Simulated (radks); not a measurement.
Values are calculated unless marked as measured or tabulated.
Question: All-electron atom: Ru I in [Kr] 4d7 5s1. Level of theory: scalar-relativistic Kohn-Sham, PBE, spin-unpolarised, spherical densities, point nucleus (a radial shooting solver on a logarithmic mesh with Libxc functionals). Some entries of the table are withheld. Estimate them.

| orbital | occ. | eigenvalue (hartree) | <r> (bohr) | r(max) (bohr) |
|---|---|---|---|---|
| 1s | 2 | -806.1923 | 0.03344 | 0.02172 |
| 2s | 2 | -115.9134 | 0.1457 | (1) |
| 2p | 6 | -103.8114 | (2) | 0.09824 |
| 3s | 2 | (3) | 0.4027 | 0.3616 |
| 3p | 6 | -16.43518 | 0.4030 | 0.3549 |
| 3d | 10 | -10.03684 | 0.3841 | 0.3011 |
| 4s | 2 | -2.80659 | 1.019 | 0.9144 |
| 4p | 6 | -1.70576 | 1.128 | 0.9828 |
| 4d | 7 | -0.19118 | 1.702 | 1.213 |
| 5s | 1 | -0.15581 | 3.389 | 2.735 |

Answer: 
(1) 2s r(max) (bohr): 0.1229
(2) 2p <r> (bohr): 0.1270
(3) 3s eigenvalue (hartree): -20.41225
